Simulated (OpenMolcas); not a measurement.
**Ge: effect of the IPEA shift**

```json
{"Program": "OpenMolcas", "Basis": "ANO-RCC [10s9p8d5f2g]", "Scalar Hamiltonian": "DKH2, point nucleus", "Active space": "2 electrons in 9 orbitals (RAS2 4p; RAS3 4d 5s, at most 1 electron)", "State averaging": "2S+1 = 3 even, 3 roots; 2S+1 = 1 even, 6 roots; 2S+1 = 3 odd, 18 roots; 2S+1 = 1 odd, 8 roots", "Spin-orbit coupling": "RASSI with atomic mean-field integrals over the reference wave functions, term energies averaged over their components"}
```

Methods on the same reference wave functions:
A. RASSCF
B. MS-RASPT2, IPEA 0.25 Eh, imaginary shift 0.1 Eh (closed shells correlated: 3d 4s)
C. MS-RASPT2, IPEA 0.5 Eh, imaginary shift 0.1 Eh (closed shells correlated: 3d 4s)

Energies in cm⁻¹ above 4s² 4p² ³P₀, the measured ground level; measured values from NIST Handbook of Basic Atomic Spectroscopic Data.

| Level | A | B | C | Measured |
| --- | --- | --- | --- | --- |
| 4s² 4p² ³P₀ | 0.0 | 0.0 | 0.0 | 0.0 |
| 4s² 4p² ³P₁ | 468 | 478 | 478 | 557 |
| 4s² 4p² ³P₂ | 1245 | 1238 | 1237 | 1410 |
| 4s² 4p² ¹D₂ | 9353 | 6940 | 6880 | 7125 |
| 4s² 4p² ¹S₀ | 21676 | 18500 | 18520 | 16367 |
| 4s² 4p 5s ³P°₀ | 37184 | 38190 | 37770 | 37452 |
| 4s² 4p 5s ³P°₁ | 37475 | 38430 | 38000 | 37702 |
| 4s² 4p 5s ³P°₂ | 38610 | 39620 | 39190 | 39118 |
| 4s² 4p 5s ¹P°₁ | 40039 | 40570 | 40050 | 40021 |
| 4s² 4p 4d ¹D°₂ | 55105 | 53920 | 53990 |  |

Deviations, from unrounded energies. A percentage is the sum of absolute deviations over the sum of measured energies, with the sign that they share, or ± where signs differ.

```json
{"Against measurement": "mean absolute deviation (cm-1)", "Levels": "8", "A": "1100", "B": "640", "C": "420"}
{"Against measurement": "fine structure of the ground term (%)", "Levels": "2", "A": "-12.9", "B": "-12.8", "C": "-12.8"}
{"Against measurement": "other terms of the ground configuration (%)", "Levels": "2", "A": "+32.1", "B": "±9.9", "C": "±10.2"}
{"Against measurement": "other configurations (%)", "Levels": "4", "A": "±0.7", "B": "+1.6", "C": "+0.5"}
```

C lies closest to measurement on these levels and A furthest from it. The largest miss of C in the table is 4s² 4p² ¹S₀, by +2200 cm-1. The ranking rests on the paired levels alone, and a cruder setting can come out closer through cancelling errors.

Between B and C the level of the table that moves most is 4s² 4p 5s ¹P°₁, by 520 cm-1 (lowest in C, highest in B). Moves below CASPT2's spread within the term are not significant.

From A to B the spin-free energies of the other terms of 4s² 4p² shown, above ³P, scale by factors of 0.71 to 0.85.

The lowest spin-free term lies below A's lowest term by 0.530 hartree in B, 0.525 hartree in C.

CASPT2 does not keep the components of a term degenerate, so their means are used; among the terms shown or strongly mixed into the levels shown the widest spread is 160 cm-1 (4s² 4p² ¹D, C). ANO sets are built for valence states and can reach diffuse excited orbitals poorly, and with the s shell closed the s pⁿ⁺¹ terms that mix with these levels are absent. With the s shell closed, the reference lacks s² → p² mixing. Without dynamic correlation excited terms often stand tens of per cent too high (terms of higher spin than the ground term too low), and those without a measured partner can miss by more than the paired ones (holds for A). Computed and measured levels are paired by configuration, term and J; levels that our copy of the source lacks, or whose pairing is in doubt (as where it misses far off the trend of its configuration), stay unpaired and out of the deviations. Levels of configurations outside the active space are missing. The table leaves out levels that lie high or whose names do not pair safely across all columns.

° marks odd parity.
